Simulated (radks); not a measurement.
Species: K IV. Configuration: [Ne] 3s2 3p4 (the NIST ground configuration).

All-electron calculation, Dirac Kohn-Sham, PBE, spin-unpolarised, spherical densities, point nucleus; open shells fill j = l - 1/2 first. Program: a radial shooting solver on a logarithmic mesh with Libxc functionals.

Energy parts (Ry):
part                       energy
total                 -1198.08504
kinetic                1206.60890
electron-nucleus      -2805.92276
Hartree                 465.56396
exchange-correlation    -64.33514

Orbitals (lengths in bohr, moments of r in powers of bohr; r(max) is where P^2 peaks; r(90%) holds 90 % of the orbital's charge):
| orbital | occ. | eigenvalue (Ry) | r(max) | r(90%) | <r> | <r^4> | small-component weight |
|---|---|---|---|---|---|---|---|
| 1s1/2 | 2 | -262.0753 | 0.05301 | 0.145 | 0.08104 | 0.0002013 | 4.60e-03 |
| 2s1/2 | 2 | -29.09057 | 0.3180 | 0.603 | 0.3870 | 0.05616 | 7.58e-04 |
| 2p1/2 | 2 | -23.85941 | 0.2611 | 0.576 | 0.3482 | 0.04741 | 7.36e-04 |
| 2p3/2 | 4 | -23.64602 | 0.2630 | 0.579 | 0.3506 | 0.04857 | 7.30e-04 |
| 3s1/2 | 2 | -5.31926 | 1.052 | 1.79 | 1.201 | 4.317 | 1.53e-04 |
| 3p1/2 | 2 | -4.04075 | 1.102 | 1.96 | 1.290 | 6.244 | 1.31e-04 |
| 3p3/2 | 2 | -4.01662 | 1.107 | 1.97 | 1.296 | 6.356 | 1.30e-04 |

The highest occupied level is 3p3/2 at -54.649 eV. Summed over all electrons, <r^2> = 12.38 bohr^2, which gives a Langevin (diamagnetic) susceptibility term of -9.8 x 10^-6 cm^3/mol. The density falls to 0.001 e/bohr^3 at r = 2.89 bohr.
